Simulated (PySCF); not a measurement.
Excitation energy of Ca by level of theory

Ca [Ar] 4s2 (1S) → Ca [Ar] 3d2 (3F), as a difference of total energies. Computed with PySCF 2.14 in x2c-TZVPPall, with the spin-free X2C one-electron Hamiltonian (Gaussian nucleus). Correlated levels: valence: [Ar] frozen; valence and next inner shell: [Ne] frozen. The calculations carry no spin-orbit coupling.

| method | excitation energy (eV) |
| --- | --- |
| UHF | 5.962 |
| LDA | 4.904 |
| PBE | 4.708 |
| PBE0 | 5.007 |
| r2SCAN | 4.605 |
| B2PLYP | 5.646 |
| M06 | 5.326 |
| wB97M-V | 5.480 |
| LC-wPBE | 5.114 |
| MP2 (valence) | 6.364 |
| SCS-MP2 (valence) | 6.531 |
| MP2 (valence and next inner shell) | 6.784 |
| SCS-MP2 (valence and next inner shell) | 6.907 |

Task: How much does correlation contribute at MP2 (valence and next inner shell)?

Result: 6.784 − (5.962) = 0.822 eV, measured against UHF.
